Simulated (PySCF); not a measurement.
Nb(Cl)4(Me) (CH3Cl4Nb), SMILES [CH3][Nb]([Cl])([Cl])([Cl])[Cl], multiplicity 1.

The structure is a stationary point at B3LYP-D3(BJ)/def2-SVP. The spin state was assumed, not searched. The structure was generated by enumeration; whether it is a known compound was not checked. The def2 effective core potentials stand for the cores of Nb; spin–orbit coupling is left out.

Two levels are set side by side: TDA-PBE/def2-SVPD (PySCF) and TDA-LC-ωPBE/def2-SVPD (PySCF). Vertical, same geometry. The lowest singlet is HOMO→LUMO+1 97 % with PBE and HOMO→LUMO 89 % with the other functional; states are paired by order. Differences are taken from unrounded values.

```tsv
quantity	TDA-PBE
lowest singlet excitation (eV)	2.99
lowest triplet excitation (TDA) (eV)	2.69
```

**Question.** These are the TDA-PBE values. What does TDA-LC-ωPBE give? (The exact figures need the calculation; the answer reports its results.)

**Answer.** 
```json
[
 {"quantity": "lowest singlet excitation (eV)", "TDA-LC-ωPBE": "3.52", "TDA-PBE minus TDA-LC-ωPBE": "-0.53"},
 {"quantity": "lowest triplet excitation (TDA) (eV)", "TDA-LC-ωPBE": "3.03", "TDA-PBE minus TDA-LC-ωPBE": "-0.34"}
]
```

A lower first singlet is the usual sign of a functional without exact exchange. Differences between two approximate levels are no errors against the true value.

Rough cost on one machine, each run with all the roots and properties that it gave: TDA-LC-ωPBE against TDA-PBE about 3 times.
